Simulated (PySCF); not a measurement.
but-1-yne (C₄H₆), SMILES C#CCC. The structure is a stationary point at B3LYP-D3(BJ)/def2-SVP.

Computed equilibrium geometry at B3LYP-D3(BJ)/def2-SVP (PySCF confirms it by a frequency run) as bond lengths and angles, and its point group:
point group Cs.
Atoms: C1 C2 C3 C4 H5 H6 H7 H8 H9 H10. Bonds (Å): C1–C2 1.211, C1–H5 1.073, C2–C3 1.463, C3–C4 1.536, C3–H6 1.104, C3–H7 1.104, C4–H8 1.101, C4–H9 1.101, C4–H10 1.101. Angles (°): C2–C1–H5 179.7, C1–C2–C3 178.8, C2–C3–C4 113.3, C2–C3–H6 108.9, C2–C3–H7 108.9, C4–C3–H6 109.8, C4–C3–H7 109.8, H6–C3–H7 105.8, C3–C4–H8 110.5, C3–C4–H9 110.9, C3–C4–H10 110.9, H8–C4–H9 108.3, H8–C4–H10 108.3, H9–C4–H10 107.8.
